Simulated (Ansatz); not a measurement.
`CC[O][Al]([Cl])[Cl]` + HI → `[Cl][Al]([Cl])[I]` + `CCO` at 500 K and 1 bar (ligand exchange at the Al–O bond).

Isolated molecules relaxed with PBE0-D4/def2-TZVP in Ansatz; ΔE leaves out vibrations. CCSD(T)/CBS is the MP2 limit (def2-TZVPP, def2-QZVPP) plus CCSD(T) − MP2 in def2-TZVPP, frozen cores. Elements past krypton have def2 core potentials. For I outer-core shells are correlated without core-valence functions, which leaves a few kJ/mol of doubt a bond. Each species was taken in one conformer, which may not be the lowest.

```
              species  CCSD(T)/CBS energy (Eh)  H − E (kJ/mol)  S (J/(mol·K))
`CC[O][Al]([Cl])[Cl]`              -1316.05723           246.7          472.7
                   HI               -298.03592            28.6          221.6
  `[Cl][Al]([Cl])[I]`              -1459.21603            43.8          382.5
                `CCO`               -154.88256           240.4          310.3
```

H − E and S are ideal-gas, rigid-rotor, harmonic terms from PBE0-D4/def2-TZVP, for one conformer and one mirror image of each species. 1 Eh = 2625.50 kJ/mol, R = 8.31446 J/(mol·K).

Q: By hand: ΔE, ΔH, ΔS and ΔG.

A: ΔE = (-1459.21603) + (-154.88256) − (-1316.05723) − (-298.03592) = -0.00544 Eh = -14.3 kJ/mol. Δ(H − E) = 43.8 + 240.4 − 246.7 − 28.6 = 8.9, so ΔH = -5.4 kJ/mol. ΔS = 382.5 + 310.3 − 472.7 − 221.6 = -1.5 J/(mol·K). ΔG = -5.4 − 500 × (-1.5)/1000 = -4.7 kJ/mol.

Q: By hand: the equilibrium constant, and the temperature at which ΔG would vanish if ΔH and ΔS stayed fixed.

A: log₁₀ K = −ΔG/(RT ln 10) = 0.5. ΔG = 0 at ΔH/ΔS = 3600 K, far beyond where these terms or the molecules hold.

The number of gas molecules stays the same, so ΔS is small and ΔH decides. The sign of ΔG lies within the doubt. A doubt of 5 kJ/mol in ΔE shifts log₁₀ K by 0.5 here. Other conformers and mirror images would add mixing entropy, several J/(mol·K) or more a flexible species. Modes under 60 cm⁻¹, often nearly free rotors, make the harmonic entropy too high. These are equilibria of isolated gas molecules and say nothing of rates. Largest T1 diagnostic: 0.010 (customary marks: 0.02 for closed shells, 0.045 for open ones).
